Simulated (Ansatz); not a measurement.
A nudged elastic band was laid between two geometries of BClFH4N (8 atoms, charge 0, multiplicity 1).

Computed with Ansatz, RKS BHLYP-D4/6-31G*.

| Item | Value |
| --- | --- |
| movable images | 9 |
| climbing image | yes |
| spring | 5.0 eV/Å² |
| optimiser | quadratic models (default) |
| start path | through a guess of the saddle point |
| force threshold | 0.05 eV/Å |
| iteration limit | 60 |
| end points | relaxed |

Image 0:

```xyz
8
Properties=species:S:1:pos:R:3
B 0.009 -0.192 0.238
Cl 0.221 0.790 1.806
H 0.932 -0.053 -0.508
F -1.235 -0.080 -0.303
N 0.070 -1.749 0.774
H -0.067 -2.396 0.007
H 0.955 -1.949 1.220
H -0.666 -1.899 1.454
```

Image 10:

```xyz
8
Properties=species:S:1:pos:R:3
B 0.076 -0.623 -0.547
Cl -0.301 -0.068 3.322
H 1.015 0.029 -0.860
F -1.105 -0.376 -1.092
N 0.178 -1.631 0.425
H -0.569 -2.289 0.565
H 1.072 -1.973 0.722
H -0.147 -0.598 2.154
```

Task: Which bonds break or form, and what moves?

Result: Bonds broken: B1–Cl2, N5–H8. Bonds formed: Cl2–H8. BClFH4N becomes BFH3N + ClH.

Task: What energy profile does the band end with?

Result: It converged. The highest image is number 6 of 0 to 10, 1.34 eV above the first end and 0.70 eV above the last; the last end lies 0.64 eV above the first. A vibrational analysis at the climbing image gives one clearly imaginary mode, 594i cm⁻¹: a first-order saddle point. The orbitals stay closed-shell, which can raise the energy where a bond breaks towards radicals; this wasn't checked here.

```json
{"image": "0", "path coordinate (Å)": "0.00", "energy (eV)": "0.00", "B1–Cl2 (Å)": "1.86", "N5–H8 (Å)": "1.01", "Cl2–H8 (Å)": "2.85"}
{"image": "1", "path coordinate (Å)": "0.43", "energy (eV)": "0.02", "B1–Cl2 (Å)": "1.86", "N5–H8 (Å)": "1.01", "Cl2–H8 (Å)": "2.73"}
{"image": "2", "path coordinate (Å)": "0.86", "energy (eV)": "0.05", "B1–Cl2 (Å)": "1.86", "N5–H8 (Å)": "1.01", "Cl2–H8 (Å)": "2.66"}
{"image": "3", "path coordinate (Å)": "1.28", "energy (eV)": "0.08", "B1–Cl2 (Å)": "1.87", "N5–H8 (Å)": "1.01", "Cl2–H8 (Å)": "2.58"}
{"image": "4", "path coordinate (Å)": "1.71", "energy (eV)": "0.36", "B1–Cl2 (Å)": "2.02", "N5–H8 (Å)": "1.01", "Cl2–H8 (Å)": "2.14"}
{"image": "5", "path coordinate (Å)": "2.14", "energy (eV)": "1.06", "B1–Cl2 (Å)": "2.43", "N5–H8 (Å)": "1.05", "Cl2–H8 (Å)": "1.91"}
{"image": "6", "path coordinate (Å)": "2.57", "energy (eV)": "1.34", "B1–Cl2 (Å)": "2.82", "N5–H8 (Å)": "1.17", "Cl2–H8 (Å)": "1.70"}
{"image": "7", "path coordinate (Å)": "2.98", "energy (eV)": "0.92", "B1–Cl2 (Å)": "3.00", "N5–H8 (Å)": "1.64", "Cl2–H8 (Å)": "1.35"}
{"image": "8", "path coordinate (Å)": "3.39", "energy (eV)": "0.69", "B1–Cl2 (Å)": "3.36", "N5–H8 (Å)": "1.96", "Cl2–H8 (Å)": "1.30"}
{"image": "9", "path coordinate (Å)": "3.80", "energy (eV)": "0.65", "B1–Cl2 (Å)": "3.69", "N5–H8 (Å)": "2.05", "Cl2–H8 (Å)": "1.29"}
{"image": "10", "path coordinate (Å)": "4.21", "energy (eV)": "0.64", "B1–Cl2 (Å)": "3.93", "N5–H8 (Å)": "2.04", "Cl2–H8 (Å)": "1.29"}
```

Task: What is the geometry of the highest image?

Result: 
```xyz
8
Properties=species:S:1:pos:R:3
B 0.048 -0.455 -0.183
Cl -0.282 0.329 2.510
H 1.012 0.175 -0.418
F -1.106 -0.240 -0.745
N 0.138 -1.698 0.662
H -0.600 -2.374 0.515
H 1.043 -2.147 0.688
H -0.033 -1.118 1.661
```

Task: What are the harmonic wavenumbers there?

Result: 594i, 135, 319, 381, 428, 515, 869, 991, 1018, 1130, 1199, 1470, 1546, 1617, 1737, 2863, 3611, 3707 cm⁻¹.

Run time: 9.7 min on 2 threads of AMD EPYC (Zen 3), on a shared host, peak memory 0.15 GiB.
